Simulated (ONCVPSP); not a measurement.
## Configuration tests for argon (Ar) (ONCV)

- Element: Ar
- Generator: ONCVPSP 4.0.1
- Type: optimised norm-conserving Vanderbilt (ONCV)
- Functional: Wu-Cohen
- Relativity: scalar-relativistic
- Frozen core: [Ne]
- Valence charge: 8
- Reference configuration: 3s2 3p5.5 (charge +0.5)
- Partial waves: 3s: rc 1.25 bohr, ncon 3, nbas 6, qcut 6 1/bohr, 2 projectors, debl 1 Ha; 3p: rc 1.15 bohr, ncon 3, nbas 8, qcut 6.6 1/bohr, 2 projectors, debl 1.2 Ha; d scattering state at 0.17 Ha: rc 1.25 bohr, ncon 3, nbas 8, qcut 8.7 1/bohr, 2 projectors, debl 1.2 Ha
- Local potential: polynomial inside 1.10 bohr (lpopt 5, dvloc0 2 Ha)
- Core correction: Teter function, fcfact 4.25, rcfact 1.7

In the s channel the program set the typed energies aside and used -1.111, 0.250 Ha.

Energies are relative to the spin-unpolarised reference configuration 3s2 3p5.5; without spin polarisation the order of configurations can differ from experiment.

Problem. Give the all-electron excitation energy and the error of the potential for: 3s2 3p6; 3s2 3p5; 3s2 3p4; 3s1 3p6.

Solution.

```csv
valence configuration,charge,ΔE all-electron (eV),error AE − PS (meV)
3s2 3p6,0,-6.535,+0.6
3s2 3p5,+1,9.500,-0.4
3s2 3p4,+2,38.141,+0.9
3s1 3p6,+1,24.071,-4.1
```
